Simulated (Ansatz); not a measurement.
Wavefunction ladder for `N[Si](O)(F)Cl`

Z-matrix (Å, degrees):
```
Si
O 1 1.621
F 1 1.586 2 112.4
N 1 1.690 2 111.6 3 -118.2
Cl 1 2.035 2 104.7 3 115.2
H 2 0.959 1 116.3 3 70.8
H 4 1.007 1 120.2 2 -57.7
H 4 1.008 1 119.5 2 157.8
```

Charge 0, multiplicity 1. The geometry is a stationary point of PBE0-D4/def2-TZVP. It is one conformer, not always the lowest. Frozen core, restricted reference, Ansatz. CBS rows extrapolate triple and quadruple zeta.

| basis | HF (Eh) | MP2 corr. |
| --- | --- | --- |
| def2-TZVPP | -979.29274 | -1.00350 |
| def2-QZVPP | -979.32655 | -1.09343 |

Q: Estimate the CCSD correlation energy and the (T) correction in each basis where they were run (hartree).

A: 
```csv
basis,CCSD corr.,(T)
def2-TZVPP,-1.03075,-0.03662
def2-QZVPP,-1.11193,-0.04317
CBS(def2),-1.17206,-0.04803
```
